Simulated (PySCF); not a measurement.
**Electronic structure of Hf (hafnium, neutral) at the PBE0 level**

Configuration: [Xe] 4f14 5d2 6s1 6p1, one real determinant (an excited configuration). Calculation: PySCF 2.14, in aug-cc-pVTZ-PP with ECP60MDF; a scalar-relativistic core potential.

```json
{
  "Total energy": "-48.3434 hartree",
  "One-electron energy": "-79.1179 hartree",
  "Hartree (Coulomb) energy": "36.6401 hartree",
  "Exchange-correlation energy": "-5.8657 hartree",
  "⟨S²⟩": "6.0012",
  "⟨L²⟩": "13.940",
  "Sum of ⟨r⟩": "23.42 bohr",
  "Sum of ⟨r²⟩": "67.46 bohr²",
  "Traceless quadrupole moment −½Σ⟨3z² − r²⟩ along its main axis": "-10.4 e·bohr²"
}
```

```csv
shell,electrons,mean orbital energy (eV),spread (eV),"rms radius, mean of both spins (bohr)"
5s α,1,-70.764,0,1.22
5s β,1,-69.709,0,1.22
5p α,3,-38.981,0.159,1.45
5p β,3,-37.518,0.163,1.45
6s α,1,-7.110,0,3.63
5d α,2,-5.809,0.135,2.61
6p α,1,-3.012,0,5.01
```

⟨L²⟩ = 13.94 against 20 for a pure G term, so this real determinant mixes terms. Energies and moments cover only the electrons outside the core potential. Spin-orbit coupling, absent here, splits the open shell strongly.
